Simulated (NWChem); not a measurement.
System: C$_{5}$H$_{5}$B; SMILES C#CB(C)C#C

Here is an NWChem input.

```
start job
memory heap 200 mb stack 900 mb global 1100 mb
geometry units angstroms
  B      0.239089    -0.265365     0.187722
  C     -1.192458    -0.623474    -0.125602
  C     -2.334287    -0.919369    -0.373317
  H     -3.331312    -1.176536    -0.589570
  C      0.748359     1.095730    -0.220660
  C      1.156201     2.181483    -0.548114
  H      1.512645     3.129439    -0.833184
  C      1.194325    -1.278070     0.933994
  H      1.488623    -0.867673     1.900190
  H      2.118972    -1.423878     0.376639
  H      0.745052    -2.252397     1.108846
end
basis spherical
  * library def2-svp
end
dft
  xc pbe0
  iterations 150
end
driver
  maxiter 120
end
task dft optimize
task dft freq
```

The optimisation ended at a saddle point (imaginary frequency).

The level has its own optimisation; frequencies are unscaled. Brackets give each atom's bonded neighbours.

Problem. Predict the main results of this run. (PBE0/def2-SVP.) Quantities: r B–C [B(CCC)–C(BC)] (Å); r B–C [B(CCC)–C(BHHH)] (Å); r C–C (Å); r C–H [C(CH)–H(C)] (Å); highest harmonic frequency (cm⁻¹); lowest (cm⁻¹); zero-point energy (kcal/mol); dipole (D).

Solution. 
- r B–C [B(CCC)–C(BC)] (Å) = 1.528
- r B–C [B(CCC)–C(BHHH)] (Å) = 1.570
- r C–C (Å) = 1.219
- r C–H [C(CH)–H(C)] (Å) = 1.076
- highest harmonic frequency (cm⁻¹) = 3477
- lowest (cm⁻¹) = -61
- zero-point energy (kcal/mol) = 49.4
- dipole (D) = 0.12
